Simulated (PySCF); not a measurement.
Start geometry of `C[AsH]CC` from GFN2-xTB (Å):
```
atom  x, y, z in Å
C1    -2.0798   -0.1444   -0.3813
C2    -0.6900    0.3830   -0.1454
As3    0.6181   -0.4840   -1.3549
C4     2.2847    0.1711   -0.4166
H5    -2.3953    0.0447   -1.4325
H6    -2.1637   -1.1848   -0.1930
H7    -2.8060    0.3866    0.2615
H8    -0.3830    0.2294    0.8942
H9    -0.6448    1.4717   -0.3076
H10    0.6003   -1.8037   -0.6030
H11    2.4016    1.2165   -0.6488
H12    2.1630    0.0740    0.6739
H13    3.1007   -0.3771   -0.7500
```

Task: What comes out of this run: PySCF, PBE0-D3(BJ)/def2-SVP geometry optimisation, gas phase?

Result: 
```
atom  x, y, z in Å
C1    -2.087   -0.154   -0.123
C2    -0.669    0.392   -0.085
As3    0.532   -0.517   -1.370
C4     2.232    0.201   -0.685
H5    -2.524   -0.076   -1.131
H6    -2.119   -1.216    0.169
H7    -2.746    0.396    0.567
H8    -0.238    0.315    0.926
H9    -0.655    1.459   -0.360
H10    0.598   -1.828   -0.583
H11    2.325    1.249   -1.006
H12    2.291    0.155    0.412
H13    3.070   -0.364   -1.118
```

The energy falls by 3.5 kcal/mol over 8 energy and gradient evaluations, the largest force component goes from 0.0533 to 2.0e-04 Eh/bohr, and the atoms move by 0.030 Å rms after alignment. The bond that changes most is C4–H13 (methyl carbon to methyl hydrogen), which lengthens by 0.062 Å. Bonds longer at the end by more than 0.005 Å: 6 of 12; shorter: 2. Among the angles that change most is H11–C4–H13, from 111.0° to 108.1°. Rotational constants go from 9694, 2703, 2252 to 9992, 2676, 2251 MHz. The orientation of the end geometry is arbitrary; only internal coordinates are fixed.

The run used 119 basis functions and 49 SCF cycles in all. On an Arm Neoverse V2 with one thread, shared host with 192 logical CPUs at a one-minute load of 70, this took 42 s and 0.51 GiB of memory at its peak.

Whether it is a minimum is left open (no frequencies). The numbers are those of one conformer.
